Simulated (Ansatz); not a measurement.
The cluster Nb₂O₂⁺, relaxed as a doublet with UKS r2SCAN-D4/def2-TZVP in Ansatz, starting from the GFN1-xTB geometry. Force threshold 0.02 eV/Å.

In the def2 sets Nb takes a core potential; there is no spin–orbit coupling. The structure comes from a short search, and lower isomers may exist.

Start:

Cartesian coordinates in Å:
```
Nb 0.307 0.179 0.225
Nb 1.583 1.611 -1.415
O -1.118 -0.865 -0.037
O -0.772 -0.925 1.228
```

(1) Estimate the energy that the relaxation releases and the steps that it takes.

(2) Does the start keep its bonding and symmetry?

(3) Predict the relaxed structure.

Results:

(1) 154.0 kcal/mol, in 18 steps; 1.7 min on 4 threads of Arm Neoverse V2 on a shared host. No frequencies were taken in this run, so the end may be a saddle point.

(2) Bonds lost: Nb1–O3, O3–O4 (atoms count from 1). Bonds formed: Nb2–O3 (atoms count from 1). Point group Cs at the start, C2v at the end, both within 0.05 Å.

(3) 
```xyz
4

Nb    0.7118    0.2035    1.3356
Nb    0.6039    0.7793   -1.1655
O    -0.7197   -0.1616   -1.5172
O    -0.5960   -0.8212    1.3471
```
Bond lengths (bridged metal pairs left out): 2 × Nb–O 1.66 Å; 1 × Nb–Nb 2.57 Å.
